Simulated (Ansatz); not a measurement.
A nudged elastic band was laid between two geometries of AlH₇OSi₂ (11 atoms, charge 0, multiplicity 1).

Level of theory: RKS PBE0-D4/def2-SVP (Ansatz).

```
movable images  : 7
climbing image  : yes
spring          : 5.0 eV/Å²
optimiser       : lbfgs
start path      : through a guess of the saddle point
force threshold : 0.03 eV/Å
iteration limit : 60
end points      : relaxed
largest step    : 0.02 Å
```

Image 0:

```xyz
11
Properties=species:S:1:pos:R:3
Si -1.622 1.361 1.280
O -0.553 0.138 1.004
Al 0.593 -1.029 0.532
Si 1.489 -0.916 -1.745
H -1.547 2.381 0.188
H -3.014 0.821 1.333
H -1.313 2.032 2.579
H 0.986 -2.125 1.610
H 1.328 0.446 -2.346
H 2.944 -1.273 -1.780
H 0.776 -1.891 -2.635
```

Image 8:

```xyz
11
Properties=species:S:1:pos:R:3
Si -1.141 0.795 0.828
O -0.463 -0.666 1.448
Al 1.084 -1.887 0.718
Si 1.285 -0.403 -1.427
H -1.557 0.536 -0.571
H -2.319 1.076 1.703
H -0.136 1.879 0.944
H -0.804 -0.979 2.296
H 1.222 1.107 -1.398
H 2.622 -0.713 -2.046
H 0.273 -0.801 -2.475
```

What changes between the two ends?

Bonds broken: Al3–H8. Bonds formed: O2–H8.

Give the energies along the band, and the barrier.

The run ended unconverged. The highest image is number 4 of 0 to 8, 3.23 eV above the first end and 1.07 eV above the last; the last end lies 2.16 eV above the first. The band didn't meet its force threshold, so its energies are provisional: the largest band force was still 0.15 eV/Å, and over the last iterations the top stayed at 3.24 eV. The orbitals stay closed-shell, which can raise the energy where a bond breaks towards radicals; this wasn't checked here.

| image | path coordinate (Å) | energy (eV) | Al3–H8 (Å) | O2–H8 (Å) |
| --- | --- | --- | --- | --- |
| 0 | 0.00 | 0.00 | 1.59 | 2.80 |
| 1 | 0.79 | 0.05 | 1.58 | 2.77 |
| 2 | 1.59 | 0.24 | 1.58 | 2.67 |
| 3 | 2.42 | 1.11 | 1.57 | 2.20 |
| 4 | 3.25 | 3.23 | 1.71 | 1.31 |
| 5 | 3.99 | 2.36 | 2.40 | 0.97 |
| 6 | 4.73 | 2.27 | 2.48 | 0.96 |
| 7 | 5.49 | 2.20 | 2.56 | 0.97 |
| 8 | 6.26 | 2.16 | 2.62 | 0.97 |

The band took 60 iterations and of the order of 22 core-minutes.

Run time: 12 min on 2 threads of Intel(R) Xeon(R) Platinum 8488C (Sapphire Rapids), on a shared host, peak memory 0.24 GiB.
